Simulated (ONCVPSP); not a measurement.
**Reading a pseudo-wave (Ca)**

Columns: radius, all-electron u(r) and pseudo u(r) of the 3s shell (level -47.12 eV) of calcium in the configuration [Ne] 3s2 3p6 4s2; PW91, scalar-relativistic, ONCV scheme, ONCVPSP 4.0.1.

```
r (bohr)  all-electron  pseudo
   0.098        0.0211  0.1284
   0.195       -0.4670  0.2547
   0.292       -0.4944  0.3790
   0.390       -0.2227  0.5009
   0.488        0.1398  0.6163
   0.585        0.4712  0.7202
   0.682        0.7284  0.8092
   0.780        0.9033  0.8796
   0.878        1.0005  0.9271
   0.975        1.0345  0.9499
   1.072        1.0223  0.9486
   1.170        0.9778  0.9243
   1.268        0.9130  0.8802
   1.365        0.8378  0.8208
   1.463        0.7573  0.7503
   1.560        0.6775  0.6753
   1.658        0.6000  0.5995
   1.755        0.5280  0.5279
   1.852        0.4619  0.4618
   1.950        0.4013  0.4013
   2.047        0.3477  0.3477
   2.145        0.2997  0.2997
   2.242        0.2579  0.2579
   2.340        0.2210  0.2210
   2.438        0.1890  0.1890
   2.535        0.1615  0.1615
```

Q: How many radial nodes do the two functions have?

A: The all-electron 3s function has n − l − 1 = 2; the pseudo-wave has 0, since the states of the same l below it are removed with the core.

Q: At about which radius was the pseudo-wave matched?

A: 1.95 bohr. The columns agree to 0.0005 from 1.66 bohr on; several derivatives are matched, so the curves merge somewhat inside the radius.

Q: Is the pseudo-wave norm-conserving?

A: Yes: the ONCV scheme keeps the norm inside the radius equal to the all-electron one, which fixes the energy derivative of the logarithmic derivative at the level.
